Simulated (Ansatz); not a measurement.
Ansatz results at the PBE0-D4/def2-TZVP geometry: HOMO–LUMO gap (PBE0/def2-TZVPP) 7.34 eV; HOMO–LUMO gap (B3LYP/def2-TZVPP) 6.96 eV; HOMO–LUMO gap (PBE/def2-TZVPP) 5.47 eV.

Each molecule was computed in one conformer, which needn't be the lowest.

Which molecule gave them?
A. `O[SiH2][O][AlH2]`
B. `[OH][Al]([OH])[SiH3]`
C. `C[CH]([GeH3])C#N`
D. `O[SiH](O)[AlH2]`

B. The others give `C[CH]([GeH3])C#N`: 8.58, 8.11, 6.52; `O[SiH](O)[AlH2]`: 4.92, 4.56, 3.02; `O[SiH2][O][AlH2]`: 7.14, 6.73, 5.01.

B3LYP here is the variant with VWN-RPA as its local correlation; programs differ in this.
